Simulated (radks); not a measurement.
Spherical quantum dot in the effective-mass picture: electrons in a hard-walled sphere of radius 5.75, with a point charge +1 (a donor) at the centre, all in effective atomic units (hartree* = m*/eps^2 hartree, bohr* = eps/m* bohr), one dielectric constant everywhere. Method: non-relativistic Kohn-Sham, r2SCAN, spin-polarised, spherical densities, generalised Kohn-Sham scheme; computed with a radial shooting solver with Libxc functionals. Levels are named by radial order and angular momentum (1s, 1p, 1d, 2s, ...), and open shells are averaged over m.

N = 17, configuration 1s2 1p6 1d(up 5, down 3) 2s(up 1, down 0). This is the lowest configuration that the search found. Occupied levels:

level    occupation  eigenvalue (hartree*)  <r> (bohr*)
1s up             1                 3.5312        3.663
1s down           1                 3.5618        3.857
1p up             3                 3.6257        4.068
1p down           3                 3.6478        4.049
1d up             5                 3.7663        4.188
1d down           3                 3.7924        4.173
2s up             1                 3.8200        1.896

Energy (hartree*): total 31.4801, kinetic 8.2950, external -5.1167, Hartree 33.059, exchange-correlation -4.7568.

Electron density:

r (bohr*)  n(r) (e/bohr*^3)
0.163                0.2580
0.449                0.1444
0.735               0.08119
1.02                0.04643
1.31                0.02770
1.59                0.01804
1.88                0.01371
2.17                0.01277
2.45                0.01426
2.74                0.01782
3.02                0.02276
3.31                0.02853
3.60                0.03416
3.88                0.03817
4.17                0.03906
4.46                0.03555
4.74                0.02750
5.03                0.01671
5.32               0.006645
5.60              0.0007866
